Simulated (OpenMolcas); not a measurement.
# Ne2+: Slater's ratio, the spin-orbit constant, worked from levels

| Property | Result |
| --- | --- |
| Program | OpenMolcas |
| Basis | ANO-R3 [4s4p2d1f] |
| Scalar Hamiltonian | X2C, finite nucleus |
| Active space | 4 electrons in 9 orbitals (RAS2 2p; RAS3 3s 3d, at most 1 electron) |
| State averaging | 2S+1 = 3 even, 3 roots; 2S+1 = 1 even, 6 roots; 2S+1 = 5 odd, 1 root; 2S+1 = 3 odd, 1 root; 2S+1 = 1 odd, 5 roots (0 in the spin-orbit step) |
| Spin-orbit coupling | state interaction with AMFI integrals over the reference wave functions, term energies averaged over their components |

Methods: RASSCF; SS-RASPT2, IPEA 0.25 Eh, imaginary shift 0.1 Eh (closed shells correlated: 1s 2s). Measured levels: Moore, Atomic Energy Levels, vol. I, NSRDS-NBS 35 (1971 reprint of NBS Circular 467, 1949).

**Slater's ratio.** With one set of orbitals, p4 has ¹D - ³P = 6 F2 and ¹S - ¹D = 9 F2 (F2 = F²/25), a ratio of 3/2. Term energies are centres of gravity, weighted by 2J + 1.

```csv
Source,¹D - ³P,¹S - ³P,F2 from the first,Ratio
RASSCF,27528,68575,4588,1.491
SS-RASPT2,25906,61083,4318,1.358
measured,25521,55427,4254,1.172
```

Energies in cm-1. A ratio away from 3/2 shows effects beyond one configuration with one set of orbitals, and in heavier atoms second-order spin-orbit shifts.

**The spin-orbit constant.** For the Hund term ³P of p4, E(J) = (A/2) J(J+1) + constant and ζ = -2S·A = -2A. From J = 0 to J = 2 the energy changes by 3 A.

| Source | E(2) - E(0) | A | ζ |
| --- | --- | --- | --- |
| RASSCF | -886.3 | -295.4 | 591 |
| SS-RASPT2 | -885.4 | -295.1 | 590 |
| measured | -927.0 | -309.0 | 618 |

All in cm-1. SS-RASPT2 is off by -4.5 % and RASSCF by -4.4 %. Both methods take the spin-orbit matrix elements from the reference wave functions, so the second can move ζ only through the term energies and any multistate remixing. Second-order mixing with other terms is absorbed into this ζ.

CASPT2 does not keep the components of a term degenerate, so their means are used; among the terms shown or strongly mixed into the levels shown the widest spread is 50 cm-1 (2s² 2p⁴ ¹D, SS-RASPT2). Over all roots computed the reference weight is 0.85 to 0.99 in SS-RASPT2; the roots of lowest weight are the least certain, and an intruder state may touch them. With the s shell closed, the reference lacks s² → p² mixing. Measured partners are found by configuration, term and J. A level has none where our copy of the source lacks it or the pairing is in doubt (some pairs that miss far off the trend of their configuration count as doubtful), and it then counts in no deviation. Levels of configurations outside the active space are missing.
